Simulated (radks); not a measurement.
Dy II, configuration [Xe] 4f10 6p1 (not the ground configuration).

All-electron calculation, Dirac Kohn-Sham, LDA (Slater exchange, Perdew-Wang correlation), spin-unpolarised, spherical densities, finite nucleus; open shells fill j = l - 1/2 first; Fermi nuclear charge, rms radius 5.2218 fm. Program: a radial shooting solver on a logarithmic mesh with Libxc functionals.

Energy parts (hartree):
| part | energy |
|---|---|
| total | -12158.9282 |
| kinetic | 13331.6553 |
| electron-nucleus | -29969.4028 |
| Hartree | 4735.0906 |
| exchange-correlation | -256.2713 |

Orbitals (lengths in bohr, moments of r in powers of bohr; <r^-3> diverges for s and p1/2; r(max) is where P^2 peaks):
orbital  occ.  eigenvalue (hartree)   r(max)  <r^-3>       <r^4>
1s1/2       2             -1967.878  0.01339       -   9.944e-07
2s1/2       2             -327.8037  0.07627       -   0.0001557
2p1/2       2             -311.9290  0.05741       -  0.00009567
2p3/2       4             -282.5563  0.06344   11000   0.0001280
3s1/2       2             -73.15256   0.2159       -    0.005984
3p1/2       2             -66.20297   0.2032       -    0.005397
3p3/2       4             -60.10569   0.2159    2363    0.006708
3d3/2       4             -48.10221   0.1707   400.2    0.004778
3d5/2       6             -46.76937   0.1743   352.8    0.005110
4s1/2       2             -14.66791   0.4946       -      0.1472
4p1/2       2             -11.92627   0.4976       -      0.1664
4p3/2       4             -10.55722   0.5248   530.8      0.2076
4d3/2       4              -6.03127   0.5297   76.48      0.2945
4d5/2       6              -5.78346   0.5386   66.32      0.3166
4f5/2       6              -0.41720   0.5358   9.228       3.599
4f7/2       4              -0.38487   0.5412   8.815       4.160
5s1/2       2              -2.08333    1.158       -       5.454
5p1/2       2              -1.34271    1.265       -       9.488
5p3/2       4              -1.16784    1.350   66.39       12.65
6p1/2       1              -0.23747    3.966       -       797.7
6p3/2       0              -0.22195    4.220   6.067       974.7

The highest occupied level is 6p1/2 at -6.462 eV. Summed over all electrons, <r^2> = 61.73 bohr^2, which gives a Langevin (diamagnetic) susceptibility term of -48.9 x 10^-6 cm^3/mol.
